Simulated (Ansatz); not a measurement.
Ansatz (a quantum-chemistry and plane-wave program) input (RI-MP2/aug-cc-pVQZ):
A basis named .json is the Basis Set Exchange file of that set.

Ansatz 0.2 input:
```yaml
crystal:
  periodic: [false, false, false]
  atoms:
    - {symbol: C, position_ang: [-1.93184903, -0.44554704, -0.11029227]}
    - {symbol: N, position_ang: [-0.75577390, 0.18954183, 0.45683127]}
    - {symbol: C, position_ang: [-0.94140643, 1.61307055, 0.67414729]}
    - {symbol: Ge, position_ang: [0.88452955, -0.34332680, -0.21581925]}
    - {symbol: H, position_ang: [-2.21263283, -0.04580817, -1.09858042]}
    - {symbol: H, position_ang: [-1.77212944, -1.52011474, -0.21380610]}
    - {symbol: H, position_ang: [-2.78948523, -0.30043654, 0.55560264]}
    - {symbol: H, position_ang: [-0.05674952, 2.04527236, 1.14479042]}
    - {symbol: H, position_ang: [-1.78941426, 1.77819345, 1.34766796]}
    - {symbol: H, position_ang: [-1.14394830, 2.17543390, -0.25217253]}
    - {symbol: H, position_ang: [0.91894371, -1.87870754, -0.15079067]}
    - {symbol: H, position_ang: [1.96321898, 0.29180031, 0.67628485]}
    - {symbol: H, position_ang: [1.10720117, 0.10889080, -1.68372910]}
basis:
  gaussian:
    orbitals: aug-cc-pVQZ
    fitting: {mean_field: def2-universal-jkfit, correlation: aug-cc-pVQZ-RIFIT.json}
magnetization: {spin_polarized: true, initial_magnetization: 2}
correlation: {method: mp2, electrons: outside_noble_gas}
```

Output:

```
Functional definition: HF
integrals: 2.84 GiB planned
655 factors; integrals over basis functions are off by at most 6.0e0 eV
2.63 GiB of device memory are held for the factors and their scratch space
mean field: 5.56 GiB planned
mean field evaluation 1: about -60151.6053 eV, gradient 2.3e1 eV
mean field evaluation 2: about -60155.0248 eV, gradient 1.2e1 eV
mean field evaluation 4: about -60156.0993 eV, gradient 1.7e0 eV
mean field evaluation 8: about -60156.2887 eV, gradient 5.1e-1 eV
mean field evaluation 16: about -60155.9920 eV, gradient 8.3e-1 eV
mean field evaluation 32: about -60155.7728 eV, gradient 5.2e-4 eV
mean field evaluation 64: about -60156.0629 eV, gradient 1.9e0 eV
mean field evaluation 96: about -60151.6096 eV, gradient 2.3e1 eV
mean field -60156.40758521 eV, -2210.7072032789 hartree, gradient 2.2e-6 eV, S^2 2.015673; 15 other end points of the search recorded, 0 dependent functions left out
17 core orbitals not correlated
1486 factors; their error is unknown
reference -60156.40758521 eV, -2210.7072032789 hartree; 14, 12 occupied and 716, 718 virtual orbitals, 1486 factors
second order -19.20550936 eV of doubles, -0.00000000 eV of singles
Total energy: -60175.61309457 eV, -2211.4129927300 hartree
```

This state (charge 0, triplet) is run at the relaxed geometry of the species with charge 0 and multiplicity 1, and is a spin state other than that species' own.
